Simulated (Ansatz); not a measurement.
C4H7O, SMILES C[CH]C(C)=O, multiplicity 2.

Coordinates come from a B3LYP-D3(BJ)/def2-SVP optimisation. The isomer is the one that the SMILES or the coordinates give; other isomers of the formula were not compared. The values are those of a single conformer.

Two levels are set side by side: PBE/def2-TZVPD (Ansatz, a quantum-chemistry and plane-wave program) and PBE0/def2-TZVPD (Ansatz). Energy differences of separate SCF runs at the same geometry; the states with an electron removed or added have multiplicity 1 and 1. Differences are taken from unrounded values.

```csv
quantity,PBE0,PBE,PBE minus PBE0
vertical ionisation energy (eV),9.06,8.86,-0.20
vertical electron affinity (eV),1.06,1.18,0.12
```
